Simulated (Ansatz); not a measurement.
`C[CH]([SiH3])[GeH3]` + `[CH3][Ge]([OH])([OH])[F]` → `[CH3][Ge]([OH])([OH])[GeH3]` + `CC(F)[SiH3]`  (redistribution)

Calculated with Ansatz (gas phase, PBE0-D4/def2-TZVP geometries, no zero-point term in ΔE). CBS: MP2 limit from def2 TZ/QZ plus the TZ coupled-cluster correction, frozen cores. Functionals use def2-TZVPP. B3LYP here is the variant with VWN-RPA as its local correlation; programs differ in this. For Ge outer-core shells are correlated without core-valence functions, which leaves a few kJ/mol of doubt a bond. Scalar relativity is left out up to krypton. One conformer a species, not always the lowest.

`C[CH]([SiH3])[GeH3]`:

Cartesian coordinates in Å:
```
C -0.381 0.602 1.424
C -0.241 -0.362 0.242
Si 1.546 -0.823 -0.077
Ge -1.085 0.379 -1.372
H 0.041 0.178 2.340
H -1.428 0.845 1.629
H 0.140 1.544 1.234
H -0.780 -1.293 0.454
H 2.160 -1.411 1.148
H 2.326 0.390 -0.448
H 1.651 -1.812 -1.184
H -1.030 -0.625 -2.536
H -0.362 1.673 -1.788
H -2.557 0.716 -1.065
```

`[CH3][Ge]([OH])([OH])[F]`:

```xyz
10

C     0.272    0.431    1.428
Ge   -0.200   -0.164   -0.331
O    -0.979    1.143   -1.205
O     1.126   -0.791   -1.311
F    -1.305   -1.508   -0.234
H    -0.603    0.868    1.908
H     1.057    1.183    1.358
H     0.629   -0.412    2.019
H    -1.024    0.982   -2.151
H     1.028   -1.731   -1.481
```

`[CH3][Ge]([OH])([OH])[GeH3]`:

Cartesian coordinates in Å:
```
C -1.486 -0.207 -1.350
Ge 0.193 0.056 -0.437
O 1.278 -1.203 -1.091
O 0.755 1.669 -0.958
Ge 0.227 -0.052 1.998
H -1.882 -1.200 -1.136
H -2.209 0.547 -1.039
H -1.312 -0.114 -2.423
H 2.132 -1.241 -0.657
H 1.552 1.964 -0.512
H 1.666 0.178 2.497
H -0.674 1.032 2.612
H -0.240 -1.429 2.496
```

`CC(F)[SiH3]`:

Cartesian coordinates in Å:
```
C 0.301 0.045 1.388
C -0.244 -0.623 0.149
F -1.612 -0.872 0.331
Si -0.048 0.402 -1.441
H -0.166 1.019 1.550
H 0.120 -0.576 2.269
H 1.380 0.194 1.291
H 0.233 -1.601 0.014
H 1.403 0.607 -1.701
H -0.707 1.721 -1.261
H -0.658 -0.316 -2.589
```

```json
{"level": "PBE-D4", "ΔE (kJ/mol)": "121.1", "difference from CCSD(T)/CBS": "-27.6"}
{"level": "ωB97X-V", "ΔE (kJ/mol)": "139.3", "difference from CCSD(T)/CBS": "-9.4"}
{"level": "PBE", "ΔE (kJ/mol)": "117.9", "difference from CCSD(T)/CBS": "-30.8"}
{"level": "PBE0", "ΔE (kJ/mol)": "129.5", "difference from CCSD(T)/CBS": "-19.2"}
{"level": "B3LYP", "ΔE (kJ/mol)": "124.1", "difference from CCSD(T)/CBS": "-24.6"}
{"level": "HF/def2-TZVPP", "ΔE (kJ/mol)": "148.6", "difference from CCSD(T)/CBS": "-0.1"}
{"level": "CCSD/def2-TZVPP", "ΔE (kJ/mol)": "149.7", "difference from CCSD(T)/CBS": "1.0"}
{"level": "MP2/def2-QZVPP", "ΔE (kJ/mol)": "163.2", "difference from CCSD(T)/CBS": "14.5"}
{"level": "HF/CBS(def2)", "ΔE (kJ/mol)": "149.8", "difference from CCSD(T)/CBS": "1.1"}
{"level": "CCSD/CBS(def2)", "ΔE (kJ/mol)": "148.8", "difference from CCSD(T)/CBS": "0.1"}
{"level": "CCSD(T)/CBS", "ΔE (kJ/mol)": "148.7", "difference from CCSD(T)/CBS": "0"}
```

Largest T1 diagnostic among the species: 0.012.

The D4 term adds +5.2 kJ/mol with B3LYP and +2.6 kJ/mol with PBE0; it sums over pairs of atoms, weighted by their polarisabilities, and B3LYP, whose exchange is more repulsive, gets the larger term. From PBE to PBE0 (25 % exact exchange), in def2-TZVPP and without D4, ΔE moves by +11.6 kJ/mol.
